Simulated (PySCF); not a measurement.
C₄H₉O, SMILES [O]C(C)(C)C, multiplicity 2. Geometry optimised at PBE-D3(BJ)/def2-SVP. The isomer is the one that the SMILES or the coordinates give; other isomers of the formula were not compared.

These are PBE-D3(BJ)/def2-SVP (PySCF 2.14.0) values and carry that method's errors.

Harmonic wavenumbers (cm⁻¹): 180, 246, 248, 312, 318, 394, 407, 422, 720, 853, 863, 907, 910, 962, 973, 1087, 1107, 1210, 1292, 1297, 1334, 1371, 1394, 1402, 1404, 1411, 1436, 2971, 2975, 2980, 3066, 3071, 3080, 3081, 3088, 3102. Rotational constants (GHz): 4.910, 4.894, 4.407; symmetry number 1.

**Question.** Work out the zero-point energy and the ideal-gas rigid-rotor harmonic-oscillator thermochemistry at 298.15 K and 1 atm.

**Answer.** ZPE = ½ Σ hcν = ½ × 51872 cm⁻¹ = 310.27 kJ/mol. H − E(el) = 330.28 kJ/mol. Entropy in J/(mol K): translation 162.27, rotation 106.78, vibration 53.40, spin 5.76, total 328.22. G − E(el) = 232.43 kJ/mol. Cp = 111.08 J/(mol K).
